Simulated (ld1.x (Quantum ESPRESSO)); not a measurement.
## Which change was made? (Ta, TM)

```
Element                 : tantalum (Ta)
Generator               : ld1.x (Quantum ESPRESSO) 7.5
Type                    : norm-conserving Troullier–Martins (Kleinman–Bylander form)
Functional              : PBE
Relativity              : scalar-relativistic
Frozen core             : [Kr] 4d10 4f14 5s2
Valence charge          : 11
Reference configuration : 5p6 5d3 6s2 6p0
Partial waves           : 6s (bound): rc 3.05 bohr; 5d (bound): rc 2.75 bohr; 5p (bound): rc 2.00 bohr
Local potential         : the p channel
Core correction         : a·sin(br)/r model core inside 0.95 bohr
```

Cutoffs, loose and tight: the cutoffs (Ry, on a coarse ladder) from which the occupation-weighted sum of valence levels, in a spherical-Bessel basis at the reference potential, stays within 10 and 1 mRy of its value at 400 Ry. They do not see the model core or the augmentation charge, which bear on the density cutoff. Test errors are all-electron minus pseudo excitation energies from the reference, over the configurations 5p6 5d3 6s1 6p0; 5p6 5d3 6s0 6p0; 5p6 5d2 6s0 6p0; 5p6 5d2 6s2 6p0; 5p6 5d3 6s0 6p2; 5p6 5d3 6s0 6p1; 5p6 5d4 6s0 6p0; variants that change the core or the reference have their own tests. The largest error is taken over the tests solved by every variant that gives reliable tests at all, those not shown here included: 5p6 5d2 6s0 6p0; 5p6 5d3 6s0 6p0; 5p6 5d3 6s1 6p0.

The base gives: outcome: generated; cutoff, loose: 25 Ry; cutoff, tight: 45 Ry; bound ghosts: s; largest test error (meV): -36.

On the changes marked as counting shells twice: ld1.x takes every shell without a wave as core, so the model core holds the marked electrons as well and exchange and correlation see them twice. This cancels in the reference configuration, but the file is broken for other ones, and its errors say nothing about a proper core correction.

Problem. After one change the result is: outcome: generated; cutoff, loose: 25 Ry; cutoff, tight: 45 Ry; bound ghosts: s; largest test error (meV): -44. Which change was it?
A. type PAW; waves now 6s (bound): rcut 2.65, rcutus 3.05 bohr; 6s channel at 0.25 Ry: rcut 2.65, rcutus 3.05 bohr; 5p (bound): rcut 1.75, rcutus 2.00 bohr; 6p (bound): rcut 1.75, rcutus 2.00 bohr; 5d (bound): rcut 2.40, rcutus 2.75 bohr; 5d channel at 0.45 Ry: rcut 2.40, rcutus 2.75 bohr; local potential all-electron potential smoothed inside 2.40 bohr (lloc = -1); augmentation GAUSS, radius 1.55 bohr
B. local potential the d channel
C. core [Kr] 4d10 4f14, valence charge 13; reference 5s2 5p6 5d3 6s1 6p0; waves now 5p (bound): rc 1.20 bohr; 5d (bound): rc 2.05 bohr; 5s (bound): rc 1.20 bohr; local potential the s channel; core correction Bessel-smoothed model core, default radius (core density twice the valence density) (6s counted twice)

Solution. B. The others give: core [Kr] 4d10 4f14, valence charge 13; reference 5s2 5p6 5d3 6s1 6p0; waves now 5p (bound): rc 1.20 bohr; 5d (bound): rc 2.05 bohr; 5s (bound): rc 1.20 bohr; local potential the s channel; core correction Bessel-smoothed model core, default radius (core density twice the valence density) (6s counted twice) → outcome: generated; cutoff, loose: 110 Ry; cutoff, tight: 180 Ry; bound ghosts: none; largest test error (meV): -773 | type PAW; waves now 6s (bound): rcut 2.65, rcutus 3.05 bohr; 6s channel at 0.25 Ry: rcut 2.65, rcutus 3.05 bohr; 5p (bound): rcut 1.75, rcutus 2.00 bohr; 6p (bound): rcut 1.75, rcutus 2.00 bohr; 5d (bound): rcut 2.40, rcutus 2.75 bohr; 5d channel at 0.45 Ry: rcut 2.40, rcutus 2.75 bohr; local potential all-electron potential smoothed inside 2.40 bohr (lloc = -1); augmentation GAUSS, radius 1.55 bohr → outcome: generated; cutoff, loose: 21 Ry; cutoff, tight: 35 Ry; bound ghosts: none; largest test error (meV): -46.
